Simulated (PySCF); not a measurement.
The vertical singlet excitations below were computed for one of the candidates. Computed with PySCF, TDDFT B3LYP/def2-SVPD, vertical, gas phase, core orbitals frozen in the response. Geometries: GFN2-xTB, one conformer each.

| state | E (eV) | λ (nm) | f |
| --- | --- | --- | --- |
| S1 | 6.65 | 186.3 | 0.028 |
| S2 | 7.11 | 174.4 | 0.0045 |
| S3 | 7.43 | 167.0 | 0.0081 |
| S4 | 7.48 | 165.7 | 0.0080 |
| S5 | 7.64 | 162.2 | 0.015 |
| S6 | 7.80 | 158.9 | 0.034 |
| S7 | 7.86 | 157.8 | 0.022 |
| S8 | 8.10 | 153.2 | 0.046 |

Question: Which structure fits?
A. `O[Si@@H]([SiH3])CO[SiH2]Cl`
B. `[SiH3]CO[SiH2]O[SiH2]Cl`
C. `FC[SiH2][C@H](F)Cl`

Answer: C. Its S1 lies at 6.65 eV; the nearest of the others has S1 at 7.00 eV. S1 is HOMO→LUMO (85%), HOMO→LUMO+1 (9%). Löwdin shares by element: HOMO chlorine 47%, carbon 19% or more, silicon 11%, fluorine 9% or more; LUMO chlorine 30%, silicon 20%, carbon 18% or more, hydrogen 9% or more (atoms not listed hold the other 23%). At the same level the other candidates give, for their lowest levels:
- `[SiH3]CO[SiH2]O[SiH2]Cl`: 7.00 eV (f 0.004); 7.08 eV (f 0.031); 7.29 eV (f 0.009); 7.47 eV (f 0.011); 7.60 eV (f 0.001); T1 6.76 eV; HOMO -8.17, LUMO -0.15 eV
- `O[Si@@H]([SiH3])CO[SiH2]Cl`: 6.20 eV (f 0.012); 6.45 eV (f 0.036); 6.55 eV (f 0.031); 6.83 eV (f 0.084); 6.90 eV (f 0.015); T1 5.80 eV; HOMO -7.52, LUMO -0.36 eV

Shape of the structure used: `[F:1][CH2:2][SiH2:3][C@H:4]([F:5])[Cl:6]`: F1–C2–Si3–C4 61°, C2–Si3–C4–F5 -173°.
Triplets come from the Tamm–Dancoff approximation.
